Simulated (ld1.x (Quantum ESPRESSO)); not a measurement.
## Which change was made? (Au, TM)

- Element: Au (Z = 79)
- Generator: ld1.x (Quantum ESPRESSO) 7.5
- Type: norm-conserving Troullier–Martins (Kleinman–Bylander form)
- Functional: BLYP
- Relativity: scalar-relativistic
- Frozen core: [Xe]
- Valence charge: 25
- Reference configuration: 4f14 5d10 6s0 6p1
- Partial waves: 6s (bound, empty): rc 1.90 bohr; 6p (bound): rc 2.45 bohr; 4f (bound): rc 0.90 bohr; 5d (bound): rc 1.80 bohr
- Local potential: the d channel
- Core correction: a·sin(br)/r model core, default radius (core density twice the valence density)

Cutoffs, loose and tight: the cutoffs (Ry, on a coarse ladder) from which the occupation-weighted sum of valence levels, in a spherical-Bessel basis at the reference potential, stays within 10 and 1 mRy of its value at 400 Ry. They do not see the model core or the augmentation charge, which bear on the density cutoff. Test errors are all-electron minus pseudo excitation energies from the reference, over the configurations 4f14 5d10 6s1 6p0; 4f14 5d10 6s0 6p0; 4f14 5d9 6s0 6p0; 4f13 5d10 6s1 6p0; 4f14 5d9 6s1 6p0; 4f14 5d9 6s1 6p1; 4f14 5d10 6s0.5 6p0; variants that change the core or the reference have their own tests. The largest error is taken over the tests solved by every variant that gives reliable tests at all, those not shown here included: 4f13 5d10 6s1 6p0; 4f14 5d10 6s0 6p0; 4f14 5d10 6s0.5 6p0; 4f14 5d10 6s1 6p0; 4f14 5d9 6s0 6p0; 4f14 5d9 6s1 6p0.

The base gives: outcome: generated; bound ghosts: p; largest test error (meV): -1770.

(1) After one change the result is: outcome: generated; cutoff, loose: over 300 Ry; cutoff, tight: over 300 Ry; bound ghosts: s, p; largest test error (meV): -634. Which change was it?
A. core [Xe] 4f14, valence charge 11; reference 5d10 6s0 6p0; waves now 6p (bound): rc 3.40 bohr; 5d (bound): rc 2.40 bohr; 6s (bound): rc 2.40 bohr; local potential the s channel; core correction Bessel-smoothed model core, default radius (core density twice the valence density)
B. wave 4f (bound): rc 0.90 bohr becomes 4f (bound): rc 1.20 bohr
C. fully relativistic

Answers

(1) B. The others give: core [Xe] 4f14, valence charge 11; reference 5d10 6s0 6p0; waves now 6p (bound): rc 3.40 bohr; 5d (bound): rc 2.40 bohr; 6s (bound): rc 2.40 bohr; local potential the s channel; core correction Bessel-smoothed model core, default radius (core density twice the valence density) → outcome: generated; cutoff, loose: 40 Ry; cutoff, tight: 55 Ry; bound ghosts: none; largest test error (meV): -943 | fully relativistic → outcome: generated, misses its reference levels by 0.96 eV; bound ghosts: p3/2, p1/2; largest test error (meV): -1826.
